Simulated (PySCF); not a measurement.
How methods differ on the excitation energy of N²⁺

N²⁺ [He] 2s2 2p1 (2P) → N²⁺ [He] 2s1 2p2 (4P), as a difference of total energies. Calculation: PySCF 2.14, in dyall-acv3z; no relativity, point nucleus. Correlated levels: valence and next inner shell: nothing frozen; virtual orbitals above 40 to 60 times the deepest correlated orbital energy dropped. The calculations carry no spin-orbit coupling.

| method | excitation energy (cm⁻¹) |
| --- | --- |
| UHF | 41359 |
| MP2 (valence and next inner shell) | 51659 |
| SCS-MP2 (valence and next inner shell) | 55440 |
| CCSD (valence and next inner shell) | 56453 |
| CCSD(T) (valence and next inner shell) | 56756 |
